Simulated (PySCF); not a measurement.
**SMILES FC[C@H]1C=C(F)C1, C$_{5}$H$_{6}$F$_{2}$**

Molfile (atoms numbered from 1):
```
C5H6F2
     RDKit          3D

 13 13  0  0  0  0  0  0  0  0999 V2000
   -2.1297   -1.2274    0.6161 F   0  0  0  0  0  0  0  0  0  0  0  0
   -1.5932    0.0102    0.3556 C   0  0  0  0  0  0  0  0  0  0  0  0
   -0.3217   -0.1250   -0.4783 C   0  0  1  0  0  0  0  0  0  0  0  0
   -0.1732    0.8235   -1.6509 C   0  0  0  0  0  0  0  0  0  0  0  0
    0.9442    1.3395   -1.1587 C   0  0  0  0  0  0  0  0  0  0  0  0
    1.8048    2.2666   -1.5821 F   0  0  0  0  0  0  0  0  0  0  0  0
    0.9882    0.5049    0.0830 C   0  0  0  0  0  0  0  0  0  0  0  0
   -1.4058    0.4774    1.3266 H   0  0  0  0  0  0  0  0  0  0  0  0
   -2.3650    0.5715   -0.1810 H   0  0  0  0  0  0  0  0  0  0  0  0
   -0.2059   -1.1760   -0.7515 H   0  0  0  0  0  0  0  0  0  0  0  0
   -0.7647    0.9766   -2.5313 H   0  0  0  0  0  0  0  0  0  0  0  0
    1.8358   -0.1738    0.1608 H   0  0  0  0  0  0  0  0  0  0  0  0
    0.8747    1.0502    1.0174 H   0  0  0  0  0  0  0  0  0  0  0  0
  1  2  1  0
  2  3  1  0
  3  4  1  0
  4  5  2  0
  5  6  1  0
  5  7  1  0
  7  3  1  0
  2  8  1  0
  2  9  1  0
  3 10  1  6
  4 11  1  0
  7 12  1  0
  7 13  1  0
M  END
```

Computed, not measured: PySCF 2.14.0, GIAO HF/pcSseg-1 magnetisability, rotational g tensor and spin-rotation constants, non-relativistic, gas phase. Geometry: GFN2-xTB, dihedral held. The dihedral F1–C2–C3–C4 is held at 135°.

Give the nuclear spin-rotation constants along the inertial axes (H = +C I·J) beside the isotropic shieldings.

Rotational constants 9.4877, 1.2559, 1.1833 GHz. A star marks the isotopologue with that one atom substituted, in its own axes.
| atom | isotope | Caa (kHz) | Cbb (kHz) | Ccc (kHz) | mean (kHz) | σ (ppm) |
| --- | --- | --- | --- | --- | --- | --- |
| F1 | 19F | 1.688 | 0.507 | 0.085 | 0.760 | 434.3 |
| F6 | 19F | 8.088 | 1.884 | 0.585 | 3.519 | 305.7 |
| H8 | 1H | -1.038 | -0.016 | -0.030 | -0.361 | 27.6 |
| H9 | 1H | -1.037 | 0.039 | -0.082 | -0.360 | 27.6 |
| H10 | 1H | -0.805 | -0.142 | 0.022 | -0.308 | 29.4 |
| H11 | 1H | -1.019 | 0.097 | -0.140 | -0.354 | 27.1 |
| H12 | 1H | -1.033 | -0.050 | -0.031 | -0.371 | 28.9 |
| H13 | 1H | -1.050 | -0.079 | -0.019 | -0.383 | 29.7 |
| C2 | 13C* | 1.761 | 0.327 | 0.265 | 0.784 | 113.1 |
| C3 | 13C* | 1.603 | 0.219 | 0.125 | 0.649 | 163.0 |
| C4 | 13C* | 3.329 | 0.373 | 0.202 | 1.302 | 81.2 |
| C5 | 13C* | 4.379 | 0.447 | 0.276 | 1.701 | 30.0 |
| C7 | 13C* | 1.314 | 0.220 | 0.206 | 0.580 | 154.0 |

For the geometry as given, no vibrational averaging.
